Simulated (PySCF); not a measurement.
Al(OH)(OMe)(SH) (CH₅AlO₂S), SMILES [SH][Al]([OH])[O]C.

Geometry: r2SCAN-D4/def2-SVP. The structure was generated by enumeration; whether it is a known compound was not checked. One conformer was computed; it need not be the lowest.

Level of theory: PySCF with TDA-PBE/def2-SVPD.

Vertical excitations. Gas-phase values at a fixed geometry. State labels are in the subgroup Cs.

Task: Estimate the UV-visible absorptions. (The exact figures need the calculation; the answer reports its results.)

Result: 
```tsv
state	symmetry	energy (eV)	λ (nm)	f	main pairs
S1	A"	4.98	249	0.018	HOMO→LUMO 99 %
S2	A"	5.41	229	0.013	HOMO−1→LUMO 99 %
S3	A'	5.47	227	0.024	HOMO−2→LUMO 98 %
S4	A"	6.03	206	0.009	HOMO→LUMO+1 97 %
S5	A"	6.36	195	0.000	HOMO−1→LUMO+1 97 %
S6	A'	6.38	194	0.020	HOMO→LUMO+2 44 %, HOMO−2→LUMO+1 42 %, HOMO−4→LUMO 10 %
S7	A'	6.43	193	0.019	HOMO−2→LUMO+1 55 %, HOMO→LUMO+2 29 %, HOMO−4→LUMO 12 %
S8	A"	6.51	190	0.002	HOMO−2→LUMO+2 94 %
S9	A"	6.55	189	0.056	HOMO−3→LUMO 90 %
S10	A"	6.73	184	0.011	HOMO→LUMO+3 97 %
T1	A"	4.78	260	0	HOMO→LUMO 99 %
T2	A"	5.20	238	0	HOMO−1→LUMO 99 %
T3	A'	5.28	235	0	HOMO−2→LUMO 99 %
T4	A"	5.67	219	0	HOMO→LUMO+1 96 %
```
Triplets are in the Tamm–Dancoff approximation.
